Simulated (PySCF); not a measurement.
SnHI3, SMILES [I][SnH]([I])[I]. Atoms are numbered in the order given.

```xyz
5

Sn     0.0000     0.0000     0.6876
I     -2.2066     1.2740    -0.2314
I      0.0000    -2.5480    -0.2314
I      2.2066     1.2740    -0.2314
H      0.0000     0.0000     2.4038
```
Charge 0, spin multiplicity 1.

Geometry optimised at B3LYP-D3(BJ)/def2-SVP. The structure was generated by enumeration; whether it is a known compound was not checked. The def2 effective core potentials stand for the cores of I, Sn; spin–orbit coupling is left out.

Level of theory: PySCF with TDA-PBE/def2-SVPD.

Vertical excitations; the highest root listed may be one member of a degenerate set.  State labels are in the subgroup Cs.

### Question
Estimate the UV-visible absorptions. (An estimate is asked for; the answer gives what the named calculation found.)

### Answer

| state | symmetry | energy (eV) | λ (nm) | f | main pairs |
|---|---|---|---|---|---|
| S1 | A" | 2.77 | 448 | 0.000 | HOMO→LUMO 100 % |
| S2 | A" | 3.03 | 409 | 0.019 | HOMO−2→LUMO (degenerate set) |
| S3 | A' | 3.03 | 409 | 0.019 | HOMO−1→LUMO (degenerate set) |
| S4 | A' | 3.13 | 396 | 0.008 | HOMO−3→LUMO 99 % |
| S5 | A' | 3.21 | 386 | 0.015 | HOMO−5→LUMO (degenerate set) |
| S6 | A" | 3.21 | 386 | 0.015 | HOMO−4→LUMO (degenerate set) |
| S7 | A" | 4.76 | 261 | 0.011 | HOMO→LUMO+2 (degenerate set) |
| S8 | A' | 4.76 | 261 | 0.011 | HOMO→LUMO+1 (degenerate set) |
| S9 | A" | 4.82 | 257 | 0.000 | HOMO−1→LUMO+1 49 %, HOMO−2→LUMO+2 49 % |
| S10 | A' | 4.84 | 256 | 0.000 | HOMO−2→LUMO+1 42 %, HOMO−1→LUMO+2 42 %, HOMO−3→LUMO+2 9 %, HOMO−7→LUMO 7 % |
| T1 | A" | 2.52 | 491 | 0 | HOMO→LUMO 100 % |
| T2 | A' | 2.66 | 466 | 0 | HOMO−1→LUMO (degenerate set) |
| T3 | A" | 2.66 | 466 | 0 | HOMO−2→LUMO (degenerate set) |
| T4 | A' | 2.78 | 446 | 0 | HOMO−3→LUMO 100 % |
Triplets are in the Tamm–Dancoff approximation.
